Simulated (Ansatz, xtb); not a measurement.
# Two structures of C4H9BS

Structure I: `B[C@@H]1CC[C@H]1S`, a singlet. Structure II: a singlet given by its coordinates. Both are isolated molecules in the gas phase, relaxed with r2SCAN-D4/def2-SVP; the shapes shown needn't be the lowest conformers.

I (Å):

```xyz
15

C    -0.5981   -0.0726    1.0662
C    -0.5387    1.4519    1.3869
C    -0.6838    1.1094    2.8877
C    -0.2461   -0.3358    2.5613
B     0.1225   -0.7727   -0.1157
S    -0.9339   -1.7565    3.4496
H     0.5306   -1.9056    0.0040
H     0.2466   -0.2117   -1.1818
H    -1.6648   -0.3607    0.9135
H     0.4513    1.8764    1.1534
H    -1.3082    2.0962    0.9347
H    -0.0859    1.6707    3.6230
H    -1.7414    1.1285    3.1999
H     0.8453   -0.4501    2.6833
H    -2.2314   -1.4572    3.2066
```

II (Å):

| atom | x (Å) | y (Å) | z (Å) |
| --- | --- | --- | --- |
| C | -0.4433 | -0.6422 | 0.7113 |
| C | -0.2890 | -0.5218 | -0.8047 |
| C | 1.0452 | 0.2113 | -0.5036 |
| C | 1.0662 | -0.4665 | 0.8919 |
| B | -1.5762 | -0.0729 | 1.6197 |
| S | -1.3119 | -2.1407 | 1.5005 |
| H | -2.6388 | 0.2315 | 1.1272 |
| H | -1.2928 | 0.2617 | 2.7478 |
| H | -2.1718 | -2.3496 | 0.4775 |
| H | -0.0960 | -1.4917 | -1.2937 |
| H | -1.0840 | 0.0132 | -1.3483 |
| H | 0.8977 | 1.2987 | -0.4228 |
| H | 1.8933 | 0.0109 | -1.1757 |
| H | 1.6145 | -1.4223 | 0.8547 |
| H | 1.4025 | 0.1169 | 1.7628 |

Close contacts (Å): C1–C2 1.53, C1–C4 1.53, C1–B5 1.56, C1–S6 1.90, C2–C3 1.55, C3–C4 1.55, B5–S6 2.09, C2–H10 1.10, C2–H11 1.10, C3–H12 1.10, C3–H13 1.10, C4–H14 1.10, C4–H15 1.10, B5–H7 1.21, B5–H8 1.21, S6–H9 1.35.

Problem. Which of the two would you expect CCSD(T)/def2-SVP + ΔMP2/def2-TZVPP electronic energies to favour?

Solution. Structure II; the calculation gives E(II) − E(I) = −9.5 kcal/mol.

How the difference moves with the method:

```
                             level            geometry  E(II) − E(I) (kcal/mol)  departure from the last row (kcal/mol)  job, with rough time for the two
                          GFN2-xTB            GFN2-xTB                      −7.9                                    +1.6              optimisation, 0.65 s
                         HF/STO-3G            GFN2-xTB                      −9.5                                     0.0               single point, 0.8 s
      r2SCAN-D4/def2-SVP//GFN2-xTB            GFN2-xTB                     −11.3                                    −1.8               single point, 6.6 s
                r2SCAN-D4/def2-SVP  r2SCAN-D4/def2-SVP                     −11.2                                    −1.7                optimisation, 74 s
                       HF/def2-SVP  r2SCAN-D4/def2-SVP                      −1.1                                    +8.4           part of the CCSD(T) run
                      MP2/def2-SVP  r2SCAN-D4/def2-SVP                     −10.5                                    −1.0           part of the CCSD(T) run
                  CCSD(T)/def2-SVP  r2SCAN-D4/def2-SVP                      −9.6                                    −0.1                      single point
CCSD(T)/def2-SVP + ΔMP2/def2-TZVPP  r2SCAN-D4/def2-SVP                      −9.5                                                        single point, 89 s
```

The levels shown agree on the order. The largest departure from CCSD(T)/def2-SVP + ΔMP2/def2-TZVPP is that of HF/def2-SVP, 8.4 kcal/mol. The last row adds to CCSD(T) the change of the MP2 difference between the two basis sets, here +0.1 kcal/mol.

With thermal terms from frequencies at re-optimised GFN2-xTB minima (ideal gas, soft modes damped towards free rotors, one conformer each, 298.15 K, 1 atm): the zero-point term adds +1.4 kcal/mol; ΔH is −8.7 and ΔG −7.2 kcal/mol.

The correlated steps freeze 10 core orbitals. Mirror images aren't counted in ΔG. Run with Ansatz 0.2.0, xtb 6.7.1; the last row on 2 threads of AMD EPYC 7R43 64-Core Processor (Zen 3) on a shared host.
